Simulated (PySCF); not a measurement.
Si(CCH)(Cl)2(Me) (C3H4Cl2Si), SMILES C#C[Si](C)(Cl)Cl. Atoms are numbered in the order given.

```xyz
10

C      2.9592     0.3921     0.0000
C      1.7680     0.1466     0.0000
Si    -0.0069    -0.2669     0.0000
C     -0.2994    -2.0939     0.0000
Cl    -0.8650     0.5840     1.6699
Cl    -0.8650     0.5840    -1.6699
H      4.0119     0.6155     0.0000
H      0.1531    -2.5468    -0.8950
H     -1.3783    -2.3080     0.0000
H      0.1531    -2.5468     0.8950
```

Geometry optimised at PBE0-D3(BJ)/def2-SVP.

All values below come from KT2/pcSseg-1 (PySCF).

GIAO shieldings, no solvent; atoms alike by connectivity are averaged. δ = σ(ref) − σ: ¹³C against TMS (σ = 185.1 ppm); ²⁹Si against TMS (σ = 361.9 ppm); ³⁵Cl against HCl (σ = 945.4 ppm); ¹H against TMS (σ = 31.47 ppm), references at their B3LYP-D3(BJ)/def2-TZVP geometries, non-relativistic (without spin–orbit terms, shifts of atoms bonded to Cl or Br come out too high).

```csv
atoms,nucleus,count,δ (ppm)
C1,¹³C,1,96.0
C2,¹³C,1,80.7
C4,¹³C,1,___
Si3,²⁹Si,1,6.8
"Cl5, Cl6",³⁵Cl,2,125.1
H7,¹H,1,___
"H8, H9, H10",¹H,3,___
```

Q: Complete the blanks. (The exact figures need the calculation; the answer reports its results.)

A: 
- C4, δ (ppm): 12.1
- H8, H9, H10, δ (ppm): 1.02
- H7, δ (ppm): 3.11
